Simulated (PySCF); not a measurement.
Compound: 4-(trifluoromethyl)pyridine, C₆H₄F₃N.
SMILES: `FC(F)(F)c1ccncc1`

Level of theory: PySCF 2.14.0, PBE0-D3(BJ)/def2-SVP geometry optimisation, gas phase.

Masses are those of the commonest isotopes; rigid-rotor values at the optimised geometry. 

(1) What are A, B and C (MHz)?

(2) Classify the top.

(3) What does the inertial defect say?

(4) Give the coordinates in the principal-axis frame, origin at the centre of mass.

(5) Where do the levels up to J = 5 lie, in K?

(6) Which lines would a microwave search look for?

Results:

(1) Ia = 171.82, Ib = 535.56, Ic = 619.57 u·Å²; 505379 MHz·u·Å²/I gives A = 2941, B = 943.7, C = 815.7 MHz.

(2) An asymmetric top: κ = (2 × 943.7 − 2941 − 815.7)/(2941 − 815.7) = -0.88.

(3) Not planar: Δ = Ic − Ia − Ib = -87.80 u·Å². For a rigid frame Δ = −2 Σ m c², so Σ m c² = 43.90 u·Å² lies off the ab plane: 0.00 from hydrogen and 43.90 from heavier atoms. The atom farthest from that plane is 1.23 Å away.

(4) The sense of each axis is arbitrary; atoms in the order of the calculation.
```tsv
atom	mass (u)	a (Å)	b (Å)	c (Å)
F1	18.998	1.828	0.229	1.232
C2	12.000	1.374	-0.005	-0.003
F3	18.998	1.881	-1.171	-0.403
F4	18.998	1.869	0.951	-0.793
C5	12.000	-0.132	-0.010	-0.029
C6	12.000	-0.833	1.195	-0.021
C7	12.000	-2.225	1.142	0.001
N8	14.003	-2.917	0.005	0.014
C9	12.000	-2.238	-1.137	0.001
C10	12.000	-0.845	-1.204	-0.020
H11	1.008	-0.309	2.152	-0.038
H12	1.008	-2.807	2.070	0.008
H13	1.008	-2.830	-2.060	0.008
H14	1.008	-0.330	-2.166	-0.035
```

(5) Above 0(0,0), as E/k:
J = 1: 1(0,1) 0.084, 1(1,1) 0.180, 1(1,0) 0.186
J = 2: 2(0,2) 0.253, 2(1,2) 0.343, 2(1,1) 0.361, 2(2,1) 0.649, 2(2,0) 0.649
J = 3: 3(0,3) 0.505, 3(1,3) 0.587, 3(1,2) 0.624, 3(2,2) 0.902, 3(2,1) 0.904, 3(3,1) 1.397, 3(3,0) 1.397
J = 4: 4(0,4) 0.840, 4(1,4) 0.912, 4(1,3) 0.973, 4(2,3) 1.240, 4(2,2) 1.244, 4(3,2) 1.736, 4(3,1) 1.736, 4(4,1) 2.428, 4(4,0) 2.428
J = 5: 5(0,5) 1.257, 5(1,5) 1.318, 5(1,4) 1.409, 5(2,4) 1.661, 5(2,3) 1.671, 5(3,3) 2.159, 5(3,2) 2.159, 5(4,2) 2.850, 5(4,1) 2.850, 5(5,1) 3.740, 5(5,0) 3.740
Those of J = 1 are B + C, A + C and A + B.

(6) The dipole components are |μa| = 0.21 D, |μb| = 0.04 D, |μc| = 0.08 D. The squared components, which scale the intensities, stand as 1.00 : 0.04 : 0.15 (a : b : c). Some lines, for components of 0.1 D or more:

```csv
type,branch,"J(Ka,Kc)",MHz,lower level (cm⁻¹)
a,Q,"2(1,1) ← 2(1,2)",384,0.238
a,Q,"3(1,2) ← 3(1,3)",768,0.408
a,R,"1(0,1) ← 0(0,0)",1759,0.000
a,R,"2(1,2) ← 1(1,1)",3391,0.125
a,R,"2(0,2) ← 1(0,1)",3513,0.059
a,R,"2(1,1) ← 1(1,0)",3647,0.130
a,R,"3(1,3) ← 2(1,2)",5082,0.238
a,R,"3(0,3) ← 2(0,2)",5254,0.176
a,R,"3(2,2) ← 2(2,1)",5278,0.451
a,R,"3(2,1) ← 2(2,0)",5302,0.451
a,R,"3(1,2) ← 2(1,1)",5466,0.251
```

Not checked by PBE0-D3(BJ)/def2-SVP frequencies. No vibrational averaging or centrifugal distortion is included, and the geometry carries the error of its method. Quadrupole hyperfine structure (14N) is left out.

Conformer computed: `[F:1][C:2]([F:3])([F:4])[c:5]1[cH:6][cH:7][n:8][cH:9][cH:10]1`: F1–C2–C5–C6 78°.
